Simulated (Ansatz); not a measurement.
`[CH3][Ga]([CH3])[BH]Cl`, relaxed with RKS PBE-D4/def2-SVP in Ansatz 0.2.0 from a rough embedded geometry. The force threshold is 0.03 eV/Å; the program also tests the step.

Total charge 0; spin multiplicity 1.

Start:

```xyz
12

C     1.126   -1.184   -0.473
Ga   -0.205    0.296    0.220
C    -0.126    1.694   -0.158
B    -1.751   -0.567    0.368
Cl   -1.510   -0.878    2.182
H     1.654   -0.962    0.511
H     1.079   -2.319   -0.529
H     1.610   -0.781   -1.308
H    -0.822    2.611    0.014
H     0.666    1.781    0.624
H     0.337    1.791   -1.155
H    -2.057   -1.484   -0.295
```

```json
{"step": "1", "energy (eV)": "-67727.4266", "largest force (eV/Å)": "18.340", "largest move (Å)": "0.000"}
{"step": "2", "energy (eV)": "-67732.4524", "largest force (eV/Å)": "7.146", "largest move (Å)": "0.195"}
{"step": "3", "energy (eV)": "-67734.5611", "largest force (eV/Å)": "2.276", "largest move (Å)": "0.195"}
{"step": "4", "energy (eV)": "-67735.2994", "largest force (eV/Å)": "0.614", "largest move (Å)": "0.195"}
{"step": "5", "energy (eV)": "-67735.5613", "largest force (eV/Å)": "0.590", "largest move (Å)": "0.197"}
{"step": "6", "energy (eV)": "-67735.6141", "largest force (eV/Å)": "0.301", "largest move (Å)": "0.177"}
{"step": "7 (rejected)", "energy (eV)": "-67735.6133", "largest force (eV/Å)": "0.569", "largest move (Å)": "0.200"}
{"step": "8", "energy (eV)": "-67735.6330", "largest force (eV/Å)": "0.169", "largest move (Å)": "0.100"}
{"step": "9", "energy (eV)": "-67735.6456", "largest force (eV/Å)": "0.079", "largest move (Å)": "0.098"}
{"step": "10", "energy (eV)": "-67735.6520", "largest force (eV/Å)": "0.116", "largest move (Å)": "0.130"}
{"step": "11 (rejected)", "energy (eV)": "-67735.6487", "largest force (eV/Å)": "0.435", "largest move (Å)": "0.134"}
{"step": "12", "energy (eV)": "-67735.6544", "largest force (eV/Å)": "0.025", "largest move (Å)": "0.067"}
```

End:

```xyz
12

C     1.431   -1.147   -0.464
Ga   -0.196   -0.071   -0.055
C     0.049    1.900   -0.203
B    -1.959   -0.959    0.627
Cl   -2.110   -1.175    2.380
H     2.125   -1.076    0.402
H     1.220   -2.220   -0.640
H     1.967   -0.733   -1.343
H    -0.875    2.482   -0.028
H     0.812    2.216    0.540
H     0.452    2.153   -1.205
H    -2.915   -1.369   -0.011
```

Run time 20 s (4 threads of a server CPU on a shared host); peak host memory 0.19 GiB.
